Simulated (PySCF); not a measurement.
Species: C₅H₁₄O₂Si₂.
Cartesian coordinates in Å at the PBE0-D3(BJ)/def2-SVP level; atoms count from 1:
```
atom  x, y, z in Å
C1     4.0062    0.3904    0.5440
C2     2.9976   -0.2431   -0.3843
O3     1.7238    0.3126   -0.1437
Si4    0.3607    0.0082   -1.0303
C5    -1.0672    0.9923   -0.3043
C6    -2.3398    0.1166   -0.3497
C7    -3.4382    0.5747    0.6015
Si8   -1.7280   -1.6719   -0.1297
O9    -0.1945   -1.5592   -0.8091
H10    3.7268    0.2128    1.5931
H11    5.0096   -0.0287    0.3742
H12    4.0493    1.4778    0.3819
H13    3.2937   -0.0798   -1.4387
H14    2.9661   -1.3368   -0.2255
H15    0.6715    0.2011   -2.4763
H16   -0.7820    1.1928    0.7452
H17   -1.2234    1.9766   -0.7763
H18   -2.7347    0.1448   -1.3837
H19   -3.0965    0.5397    1.6489
H20   -3.7453    1.6124    0.3910
H21   -4.3383   -0.0567    0.5257
H22   -2.5464   -2.6820   -0.8624
H23   -1.6393   -2.0715    1.3094
```

Jobs on this species (23 atoms, 88 electrons) with PySCF (density fitting). Hardware of each: an Intel Xeon Platinum 8488C with one thread (shared host). The host was shared with other jobs, so the times are rough. Peak memory is the resident size of the whole Python process, interpreter and libraries included.

```tsv
level and settings	work	basis functions	SCF cycles	wall time	peak memory
PBE0-D3(BJ)/def2-SVP, grid level 1	geometry optimisation from a GFN2-xTB start shaken at random	204	?	?	?
PBE0/pcSseg-1, IEF-PCM benzene	shieldings, ring-centre shieldings	237	14	50 s	1.2 GiB
PBE0/pcSseg-1, IEF-PCM acetonitrile	shieldings, ring-centre shieldings, charges and field gradients	237	14	53 s	1.2 GiB
```

Task: Fill in the missing figures.

Result: 
- PBE0-D3(BJ)/def2-SVP, grid level 1; geometry optimisation from a GFN2-xTB start shaken at random: 3.2 min, 0.89 GiB, 58 SCF cycles

Task: What do all jobs in the table cost together?

Result: About 4.9 min; the longest takes about 65 % of that, and about 3.8 times as long as the shortest.
